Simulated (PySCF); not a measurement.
A GIAO shielding run with PySCF (density fitting, non-relativistic, gas phase) on `InChI=1S/C4H12Si/c1-5(2,3)4/h1-4H3`:

```
{"job": {"kind": "nmr", "xc": "PBE0", "basis": "pcSseg-1"}, "charge": 0, "multiplicity": 1}
C     -0.406572    -1.213421    -1.419378
Si    -0.001168    -0.000673    -0.001754
C      0.008130     1.785545    -0.675355
C     -1.319794    -0.154927     1.370252
C      1.716091    -0.415535     0.721562
H     -1.379676    -1.003559    -1.853159
H     -0.418731    -2.241638    -1.070248
H      0.327027    -1.147965    -2.217335
H      0.242457     2.501867     0.106393
H     -0.958122     2.057909    -1.089187
H      0.746490     1.907664    -1.462097
H     -2.312057     0.075313     0.994143
H     -1.350945    -1.160472     1.779082
H     -1.116988     0.525824     2.191677
H      1.746276    -1.426357     1.117085
H      2.493128    -0.336762    -0.032799
H      1.977455     0.259220     1.531210
```

Hardware: 1 thread of an Arm Neoverse V1, shared host. The job also computes population analyses, field gradients.

**Question.** How large is the calculation?

**Answer.** 50 electrons, 152 basis functions and 809 auxiliary functions.

**Question.** How long does it take?

**Answer.** 15 s of wall time, with 11 SCF cycles and 4 response iterations. Times on a shared host scatter by some tens of per cent.
